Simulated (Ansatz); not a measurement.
`CN[SiH2]N` at its PBE0-D4/def2-TZVP geometry, where that method's forces vanish. Total charge 0; spin multiplicity 1.

```tsv
atom	x (Å)	y (Å)	z (Å)
C1	1.387	-1.142	-0.712
N2	0.774	-0.025	-0.033
Si3	-0.868	0.072	0.434
N4	-1.306	1.725	0.511
H5	2.129	-0.804	-1.443
H6	0.622	-1.697	-1.261
H7	1.880	-1.850	-0.034
H8	1.430	0.581	0.436
H9	-1.230	-0.443	1.789
H10	-1.569	-0.780	-0.572
H11	-1.987	2.040	1.180
H12	-1.262	2.324	-0.296
```

Q: For each bond, give half the difference of the two atoms' forces along it (eV/Å; positive pushes the atoms apart) under PBE-D4, r2SCAN-D4, B3LYP-D4, ωB97M-V in def2-TZVPP. (Best estimate.)

A: The calculation gave: 
```
   bond  length (Å)  PBE-D4  r2SCAN-D4  B3LYP-D4  ωB97M-V
  C1–N2       1.444    0.05       0.22      0.26     0.30
  C1–H5       1.095    0.09      -0.05     -0.09    -0.11
  C1–H6       1.093    0.11      -0.05     -0.09    -0.10
  C1–H7       1.098    0.10      -0.05     -0.08    -0.12
 N2–Si3       1.710    0.07      -0.04      0.03     0.02
  N2–H8       1.008    0.20       0.00     -0.07    -0.10
 Si3–N4       1.711    0.05       0.00      0.10     0.10
 Si3–H9       1.495    0.02      -0.03     -0.11    -0.15
Si3–H10       1.494    0.02      -0.03     -0.11    -0.15
 N4–H11       1.006    0.19       0.01     -0.02    -0.03
 N4–H12       1.006    0.20       0.03     -0.01    -0.03
```

B3LYP here is the variant with VWN-RPA as its local correlation; programs differ in this.

Results of the Gaussian-basis code of Ansatz.
